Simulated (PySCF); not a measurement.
Field gradients at the hydrogen positions

Compound: C6H9NSi.
Structure used (PBE0-D3(BJ)/def2-SVP), in Å, numbered top down from 1:
```xyz
17
C6H9NSi angstrom
Si    -2.4322   -0.1782   -0.8259
C     -1.1858   -0.9080    0.4061
C      0.1695   -0.2960    0.2393
C      0.5259    0.8878    0.8959
C      1.7861    1.4381    0.6734
N      2.6938    0.9070   -0.1417
C      2.3579   -0.2166   -0.7701
C      1.1263   -0.8502   -0.6187
H     -1.9651   -0.4292   -2.2222
H     -3.7697   -0.8181   -0.6310
H     -2.5549    1.2941   -0.6069
H     -1.1502   -1.9972    0.2464
H     -1.5747   -0.7373    1.4226
H     -0.1724    1.3771    1.5799
H      2.0746    2.3623    1.1879
H      3.1137   -0.6476   -1.4373
H      0.9153   -1.7732   -1.1650
```

Level: PBE0/pcSseg-1 (PySCF, non-relativistic); Q(2H) = 0.00286 b; rigid geometry, the same for H and D, with no vibrational averaging.

Question: Rank these positions by the coupling χzz of a deuteron there, largest first.
A. H10 (Si–H hydrogen)
B. H16 (aromatic hydrogen)
C. H14 (aromatic hydrogen)

Answer: C (203 kHz), B (197 kHz), A (94 kHz).

Tabulate Vzz, the asymmetry η and χzz = 234.96 MHz × Q × Vzz for every hydrogen position.

| atom | bonded to | bond length (Å) | Vzz (au) | η | χzz (kHz) |
| --- | --- | --- | --- | --- | --- |
| H9 | Si1 | 1.494 | 0.1404 | 0.02 | 94 |
| H10 | Si1 | 1.495 | 0.1391 | 0.02 | 94 |
| H11 | Si1 | 1.494 | 0.1404 | 0.02 | 94 |
| H12 | C2 | 1.101 | 0.2917 | 0.05 | 196 |
| H13 | C2 | 1.102 | 0.2914 | 0.05 | 196 |
| H14 | C4 | 1.093 | 0.3027 | 0.08 | 203 |
| H15 | C5 | 1.096 | 0.2936 | 0.06 | 197 |
| H16 | C7 | 1.096 | 0.2935 | 0.06 | 197 |
| H17 | C8 | 1.093 | 0.3028 | 0.08 | 203 |

Average by the element that carries the hydrogen.

on Si: 94 kHz over 3 positions, mean bond length 1.494 Å; on C: 199 kHz over 6 positions, mean bond length 1.097 Å.

A static deuteron (I = 1) shows a doublet split by (3/2)χ, (3/4)χ(1 + η) and (3/4)χ(1 − η) with the field along z, y and x of the gradient. What are these for H15?

With |χ| = 197.3 kHz and η = 0.061: 296, 157 and 139 kHz, to first order and without motion.

The structure is a single PBE0-D3(BJ)/def2-SVP conformer in the gas phase; no vibrational or solvent corrections. With so small a basis the couplings can be 20 % off.
